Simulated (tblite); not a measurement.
A geometry optimisation, step by step.

Species: C6H8NO (doublet state).
Numbering: `[CH2:1][C:2]#[C:3][C@@H:4]([CH3:5])[NH:6][CH:7]=[O:8]` (hydrogens: H9, H10 on C1; H11 on C4; H12, H13, H14 on C5; H15 on N6; H16 on C7)
Bond orders are those of one Lewis drawing.

Computed with GFN2-xTB (tblite), gas phase: L-BFGS steps from a force-field or distance-geometry start until the largest atomic force falls under 0.01 eV/Å. 7 of its 87 geometries are shown.

Step 0: E = -647.0744 eV, largest atomic force 5.640 eV/Å
```
atom  x, y, z in Å  |  force x, y, z in eV/Å
C1      3.343    1.241    0.562   -2.092  -0.740  -0.619
C2      2.060    0.735    0.203    5.067   2.018   1.435
C3      0.996    0.291   -0.083   -3.544  -1.339  -1.145
C4     -0.336   -0.230   -0.463    0.995  -0.247   0.705
C5     -0.422   -1.728   -0.117   -0.016  -0.439  -0.244
N6     -1.358    0.510    0.252   -0.914   0.518   0.105
C7     -2.648    0.565   -0.185    0.341  -0.284  -0.116
O8     -3.083    0.009   -1.171    0.357   0.365   0.572
H9      3.700    2.158    0.115   -0.128  -0.260   0.113
H10     3.956    0.714    1.276   -0.171   0.076  -0.162
H11    -0.501   -0.106   -1.532   -0.051   0.096  -0.205
H12     0.352   -2.294   -0.651   -0.188   0.239   0.093
H13    -1.398   -2.138   -0.401    0.227   0.261  -0.009
H14    -0.287   -1.906    0.947    0.041   0.157   0.058
H15    -1.098    1.011    1.101   -0.060  -0.314  -0.430
H16    -3.283    1.178    0.493    0.138  -0.107  -0.153
```

Step 14: E = -647.2884 eV, largest atomic force 0.052 eV/Å
```
atom  x, y, z in Å  |  force x, y, z in eV/Å
C1      3.290    1.223    0.551   -0.009   0.002  -0.001
C2      2.077    0.739    0.216   -0.035  -0.021  -0.011
C3      0.982    0.300   -0.108    0.013   0.004  -0.033
C4     -0.314   -0.236   -0.448   -0.043  -0.027   0.012
C5     -0.413   -1.729   -0.109    0.003  -0.034   0.013
N6     -1.353    0.522    0.254   -0.010   0.023   0.005
C7     -2.623    0.561   -0.181   -0.009   0.008  -0.011
O8     -3.039    0.015   -1.172    0.012   0.021  -0.003
H9      3.652    2.135    0.114    0.029   0.028   0.016
H10     3.913    0.700    1.254    0.030   0.004   0.006
H11    -0.506   -0.109   -1.523   -0.017   0.016   0.006
H12     0.354   -2.281   -0.645   -0.002  -0.008  -0.017
H13    -1.391   -2.096   -0.406    0.012  -0.008   0.007
H14    -0.277   -1.893    0.958   -0.005   0.030   0.012
H15    -1.092    0.986    1.109    0.016  -0.018   0.022
H16    -3.266    1.172    0.484    0.015  -0.021  -0.023
```

Step 29: E = -647.2943 eV, largest atomic force 0.057 eV/Å
```
atom  x, y, z in Å  |  force x, y, z in eV/Å
C1      3.280    1.226    0.542   -0.021   0.004  -0.006
C2      2.077    0.733    0.176   -0.030   0.001   0.031
C3      0.988    0.294   -0.167   -0.026  -0.001   0.030
C4     -0.321   -0.247   -0.455   -0.007   0.005  -0.005
C5     -0.405   -1.735   -0.089    0.004   0.038   0.010
N6     -1.346    0.514    0.264   -0.004  -0.016  -0.008
C7     -2.605    0.588   -0.200    0.007   0.030  -0.005
O8     -2.997    0.103   -1.231    0.003   0.012  -0.008
H9      3.623    2.173    0.167    0.010   0.003   0.001
H10     3.907    0.684    1.227    0.006   0.000  -0.030
H11    -0.561   -0.125   -1.521    0.031  -0.025  -0.007
H12     0.359   -2.295   -0.624   -0.047   0.013   0.006
H13    -1.389   -2.110   -0.361    0.050  -0.026   0.008
H14    -0.252   -1.867    0.981    0.003  -0.018  -0.008
H15    -1.107    0.905    1.161    0.033  -0.030  -0.019
H16    -3.260    1.169    0.477   -0.012   0.009   0.010
```

Step 43: E = -647.3049 eV, largest atomic force 0.054 eV/Å
```
atom  x, y, z in Å  |  force x, y, z in eV/Å
C1      3.239    1.252    0.529    0.013  -0.004  -0.027
C2      2.035    0.762    0.167    0.039  -0.035  -0.012
C3      0.970    0.280   -0.194   -0.033   0.026   0.022
C4     -0.332   -0.290   -0.461    0.002   0.011   0.010
C5     -0.375   -1.764   -0.042    0.004  -0.003   0.003
N6     -1.355    0.467    0.258   -0.008  -0.009   0.015
C7     -2.581    0.683   -0.249   -0.004  -0.013  -0.006
O8     -2.949    0.369   -1.352    0.029   0.006   0.009
H9      3.543    2.246    0.256   -0.029  -0.001   0.018
H10     3.924    0.640    1.091    0.000   0.025  -0.005
H11    -0.584   -0.198   -1.526   -0.008  -0.005   0.007
H12     0.371   -2.332   -0.591   -0.002  -0.006  -0.016
H13    -1.361   -2.172   -0.251    0.003  -0.017  -0.014
H14    -0.169   -1.855    1.022    0.002  -0.022   0.010
H15    -1.146    0.718    1.211   -0.004   0.012   0.006
H16    -3.236    1.202    0.478   -0.005   0.036  -0.020
```

Step 57: E = -647.3171 eV, largest atomic force 0.040 eV/Å
```
atom  x, y, z in Å  |  force x, y, z in eV/Å
C1      3.196    1.269    0.489    0.015   0.009  -0.002
C2      2.004    0.729    0.158   -0.009   0.014   0.005
C3      0.926    0.259   -0.177    0.007   0.015   0.013
C4     -0.363   -0.348   -0.419   -0.007  -0.024   0.002
C5     -0.337   -1.822    0.001   -0.005  -0.026   0.010
N6     -1.407    0.377    0.300    0.013   0.022  -0.007
C7     -2.528    0.811   -0.302    0.020   0.032   0.011
O8     -2.801    0.659   -1.466    0.021  -0.026  -0.003
H9      3.371    2.322    0.370    0.008   0.039   0.001
H10     3.989    0.659    0.882   -0.008  -0.018  -0.012
H11    -0.634   -0.268   -1.482   -0.007   0.006  -0.005
H12     0.403   -2.358   -0.587   -0.014  -0.016  -0.008
H13    -1.314   -2.272   -0.155   -0.002  -0.008  -0.017
H14    -0.069   -1.907    1.053   -0.018  -0.009   0.009
H15    -1.244    0.557    1.278   -0.026   0.002  -0.011
H16    -3.197    1.341    0.403    0.012  -0.012   0.014
```

Step 72: E = -647.3207 eV, largest atomic force 0.021 eV/Å
```
atom  x, y, z in Å  |  force x, y, z in eV/Å
C1      3.186    1.301    0.472    0.000   0.007  -0.001
C2      1.989    0.760    0.162    0.014  -0.014   0.001
C3      0.923    0.244   -0.146   -0.002  -0.007   0.002
C4     -0.362   -0.371   -0.395   -0.006   0.011   0.005
C5     -0.349   -1.850    0.008   -0.006   0.006  -0.005
N6     -1.410    0.357    0.316   -0.005   0.008  -0.007
C7     -2.497    0.836   -0.312    0.010   0.006   0.003
O8     -2.739    0.701   -1.485   -0.002   0.000  -0.001
H9      3.349    2.362    0.406   -0.016  -0.006   0.002
H10     3.998    0.674    0.792    0.010   0.010  -0.004
H11    -0.627   -0.281   -1.459    0.008  -0.004   0.001
H12     0.391   -2.384   -0.582    0.003  -0.003   0.005
H13    -1.327   -2.289   -0.169   -0.008  -0.003  -0.003
H14    -0.095   -1.956    1.061   -0.009   0.009  -0.001
H15    -1.268    0.527    1.299   -0.001  -0.003  -0.002
H16    -3.170    1.378    0.379    0.010  -0.017   0.006
```

Step 86: E = -647.3225 eV, largest atomic force 0.009 eV/Å
```
atom  x, y, z in Å  |  force x, y, z in eV/Å
C1      3.182    1.321    0.458    0.001  -0.002   0.005
C2      1.996    0.746    0.164    0.001   0.003   0.002
C3      0.932    0.218   -0.128   -0.002   0.002  -0.003
C4     -0.356   -0.386   -0.386    0.003  -0.001   0.000
C5     -0.368   -1.865    0.015    0.000   0.001   0.000
N6     -1.402    0.350    0.318    0.001   0.000   0.000
C7     -2.472    0.855   -0.318   -0.001  -0.002  -0.003
O8     -2.692    0.754   -1.498   -0.002   0.001   0.002
H9      3.289    2.391    0.448    0.000   0.000   0.002
H10     4.038    0.720    0.706    0.000  -0.001  -0.004
H11    -0.608   -0.290   -1.452   -0.005  -0.007   0.003
H12     0.380   -2.409   -0.555    0.000   0.001   0.002
H13    -1.347   -2.293   -0.185    0.003  -0.001  -0.005
H14    -0.143   -1.973    1.075   -0.001   0.001   0.000
H15    -1.282    0.487    1.309    0.003   0.003  -0.001
H16    -3.153    1.384    0.376   -0.001   0.002   0.001
```

Problem. Summarise the path.

Solution. The energy falls by 23.94 kJ/mol from step 0 to step 86; nine tenths of that is first reached at step 34. It rises by more than 0.2 meV at step 1. The largest force goes from 5.640 to 0.009 eV/Å. Among the bonds C1–C2 changes most, from 1.426 to 1.350 Å; the atoms move by 0.386 Å rms after alignment.

The cost below is that of the whole relaxation. On one thread, AMD EPYC 9B14 (x86_64) (shared host), this took 0.42 s wall.
